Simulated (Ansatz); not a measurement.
`CB[SiH](C)Cl`, relaxed with RKS PBE-D4/def2-SVP in the Gaussian-basis code of Ansatz from a rough embedded geometry. The force threshold is 0.03 eV/Å; the program also tests the step.

Total charge 0; spin multiplicity 1.

Start:

```xyz
13

C     0.248    1.427    1.285
B    -0.161   -0.046    1.306
Si   -0.728   -0.884   -0.315
C     0.590   -0.838   -1.651
Cl   -2.455    0.038   -1.054
H    -0.648    2.106    0.967
H     1.072    1.636    0.593
H     0.494    1.778    2.306
H    -0.098   -0.658    2.261
H    -1.020   -2.318   -0.096
H     1.559   -1.274   -1.235
H     0.303   -1.295   -2.574
H     0.844    0.329   -1.793
```

```csv
step,energy (eV),largest force (eV/Å),largest move (Å)
1,-23259.5988,3.750,0.000
2,-23260.0926,1.123,0.161
3,-23260.1537,0.203,0.092
4,-23260.1619,0.118,0.040
5,-23260.1644,0.028,0.032
6,-23260.1650,0.028,0.031
```

End:

```xyz
13

C     0.198    1.494    1.363
B    -0.128   -0.033    1.397
Si   -0.661   -0.956   -0.334
C     0.651   -0.838   -1.689
Cl   -2.364    0.135   -0.966
H    -0.708    2.016    0.974
H     0.972    1.718    0.594
H     0.494    1.957    2.325
H    -0.113   -0.661    2.445
H    -1.108   -2.388   -0.204
H     1.553   -1.422   -1.409
H     0.261   -1.241   -2.645
H     0.953    0.218   -1.850
```

It took 4.3 s on 4 threads of an AMD EPYC 9R45 on a shared host, with 0.18 GiB of host memory at the peak.
